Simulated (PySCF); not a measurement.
TiOBr, SMILES [O]=[Ti][Br] (connectivity only; charge and spin as stated), neutral, multiplicity 2. The structure is a stationary point at B3LYP-D3(BJ)/def2-TZVP. The multiplicity is an assumed one; other spin states were not compared.

Computed with B3LYP-D3(BJ)/def2-TZVP run with PySCF.

Harmonic wavenumbers (cm⁻¹): 94, 303, 1042. Rotational constants (GHz): 38.29, 1.774, 1.695; symmetry number 1.

**Question.** Work out the zero-point energy and the ideal-gas rigid-rotor harmonic-oscillator thermochemistry at 298.15 K and 1 atm.

**Answer.** ZPE = ½ Σ hcν = ½ × 1439 cm⁻¹ = 8.61 kJ/mol. H − E(el) = 21.66 kJ/mol. Entropy in J/(mol K): translation 170.71, rotation 106.43, vibration 21.15, spin 5.76, total 304.05. G − E(el) = -68.99 kJ/mol. Cp = 49.80 J/(mol K). Modes under 150 cm⁻¹ make the vibrational entropy uncertain.
